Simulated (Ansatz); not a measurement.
`O/C=C/CI` and `O/C=C/[SiH3]` differ in one atom or group.

Ansatz, PBE0-D4/def2-TZVP geometries, multiplicity 1. Each molecule was computed in one conformer, which needn't be the lowest.

Elements past krypton have def2 core potentials.  Spin–orbit coupling is left out; it splits and shifts lone-pair levels of the heavy atoms by tenths of an eV.

```csv
property,`O/C=C/CI`
HOMO energy (B3LYP/def2-TZVPP) / eV,-6.54
LUMO energy (B3LYP/def2-TZVPP) / eV,-1.32
HOMO–LUMO gap (ωB97M-V/def2-TZVPP) / eV,9.68
zero-point energy (PBE0-D4/def2-TZVP) / kJ/mol,199.6
HOMO energy (ωB97M-V/def2-TZVPP) / eV,-8.84
HOMO–LUMO gap (PBE0/def2-TZVPP) / eV,5.66
```

(1) What does the change do to each property? (Best estimate.)

Answers

(1) Ansatz gave: 
```json
{"property": "HOMO energy (B3LYP/def2-TZVPP) / eV", "`O/C=C/[SiH3]`": "-6.86", "shift": "-0.32"}
{"property": "LUMO energy (B3LYP/def2-TZVPP) / eV", "`O/C=C/[SiH3]`": "-0.08", "shift": "1.24"}
{"property": "HOMO–LUMO gap (ωB97M-V/def2-TZVPP) / eV", "`O/C=C/[SiH3]`": "11.55", "shift": "1.87"}
{"property": "zero-point energy (PBE0-D4/def2-TZVP) / kJ/mol", "`O/C=C/[SiH3]`": "190.4", "shift": "-9.2"}
{"property": "HOMO energy (ωB97M-V/def2-TZVPP) / eV", "`O/C=C/[SiH3]`": "-9.28", "shift": "-0.44"}
{"property": "HOMO–LUMO gap (PBE0/def2-TZVPP) / eV", "`O/C=C/[SiH3]`": "7.23", "shift": "1.57"}
```

With PBE0 the HOMO falls by 0.33 eV and the LUMO rises by 1.24 eV, so the gap widens by about 1.57 eV. PBE moves the HOMO by -0.24 eV and ωB97M-V by -0.44 eV.

Positive LUMOs are unbound, so they and the gaps depend on the basis.

B3LYP here is the variant with VWN-RPA as its local correlation; programs differ in this.
